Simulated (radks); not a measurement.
Results of a calculation; reference values are marked as such.
Excited configurations of Cd3+: one electron is placed in a higher orbital outside [Kr] 4d8. The ground configuration is [Kr] 4d9. Code: a radial shooting solver on a logarithmic mesh with Libxc functionals. Model: Dirac Kohn-Sham, PBEsol, spin-unpolarised, spherical densities, point nucleus; open shells are shared between the two j in proportion to 2j + 1. Excitation = E - E(ground); binding = E(ion) - E, where the ion is the core of charge +4; n* = 4/sqrt(2 binding) in atomic units, and the quantum defect is n - n*. Eigenvalue and <r> are those of j = l + 1/2.

outer orbital  excitation (eV)  binding (eV)     n*  quantum defect  eigenvalue (eV)  <r> (bohr)
4f                      39.108        14.927  3.819           0.181          -12.130       3.660
5p                      23.474        30.561  2.669           2.331          -26.215       2.587
6s                      35.071        18.965  3.388           2.612          -16.881       4.418
6p                      38.006        16.029  3.685           2.315          -14.124       5.026
6d                      42.283        11.752  4.304           1.696          -10.308       6.401
6f                      46.907         7.128  5.526           0.474           -6.244       9.988
7s                      42.648        11.388  4.372           2.628          -10.182       7.314
7p                      44.056         9.979  4.671           2.329           -8.874       8.143
7d                      46.218         7.817  5.277           1.723           -6.950       9.962
7f                      48.815         5.220  6.458           0.542           -4.632       14.32

The Delta-SCF ionisation energy is 54.035 eV (NIST Atomic Spectra Database: 51 eV, theoretical). Self-interaction in the functional shifts the binding energies and quantum defects, so they are the method's values and not measured ones. Spin polarisation and multiplet splitting are left out, so open shells lie too high by an amount that depends on their filling. Sharing an open shell by 2j + 1 raises it above the true ground level by a part of the spin-orbit splitting, which enters the differences from NIST.

Beside tabulated values, note that spin-unpolarised runs miss the spin-polarisation part of the exchange energy of open shells.
